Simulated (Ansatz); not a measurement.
`O[SiH](Br)O[SiH3]` → H₂O + `[SiH3]O[Si]Br` at 700 K and 1 bar (silylene formation by 1,1-elimination).

Gas-phase electronic energies from Ansatz, PBE0-D4/def2-TZVP geometries. CCSD(T)/CBS is the MP2 limit (def2-TZVPP, def2-QZVPP) plus CCSD(T) − MP2 in def2-TZVPP, frozen cores. This one scheme is used for every species. For Br outer-core shells are correlated without core-valence functions, which leaves a few kJ/mol of doubt a bond. Scalar relativity is left out up to krypton. Each species was taken in one conformer, which may not be the lowest.

```json
{"species": "`O[SiH](Br)O[SiH3]`", "CCSD(T)/CBS energy (Eh)": "-3305.02778", "H − E (kJ/mol)": "229.8", "S (J/(mol·K))": "528.9"}
{"species": "H₂O", "CCSD(T)/CBS energy (Eh)": "-76.37941", "H − E (kJ/mol)": "80.5", "S (J/(mol·K))": "218.4"}
{"species": "`[SiH3]O[Si]Br`", "CCSD(T)/CBS energy (Eh)": "-3228.55316", "H − E (kJ/mol)": "145.1", "S (J/(mol·K))": "444.5"}
```

H − E and S are ideal-gas, rigid-rotor, harmonic terms from PBE0-D4/def2-TZVP, for one conformer and one mirror image of each species. 1 Eh = 2625.50 kJ/mol, R = 8.31446 J/(mol·K).

Question: By hand: ΔE, ΔH, ΔS and ΔG.

Answer: ΔE = (-76.37941) + (-3228.55316) − (-3305.02778) = 0.09521 Eh = 250.0 kJ/mol. Δ(H − E) = 80.5 + 145.1 − 229.8 = -4.2, so ΔH = 245.8 kJ/mol. ΔS = 218.4 + 444.5 − 528.9 = 134.0 J/(mol·K). ΔG = 245.8 − 700 × (134.0)/1000 = 152.0 kJ/mol.

Question: By hand: the equilibrium constant, and the temperature at which ΔG would vanish if ΔH and ΔS stayed fixed.

Answer: log₁₀ K = −ΔG/(RT ln 10) = -11.3. ΔG = 0 at ΔH/ΔS = 1834 K.

The number of gas molecules changes by +1, which sets the sign of ΔS. A doubt of 5 kJ/mol in ΔE shifts log₁₀ K by 0.4 here. Other conformers and mirror images would add mixing entropy, several J/(mol·K) or more a flexible species. Modes under 60 cm⁻¹, often nearly free rotors, make the harmonic entropy too high. These are equilibria of isolated gas molecules and say nothing of rates. Largest T1 diagnostic: 0.012 (customary marks: 0.02 for closed shells, 0.045 for open ones).
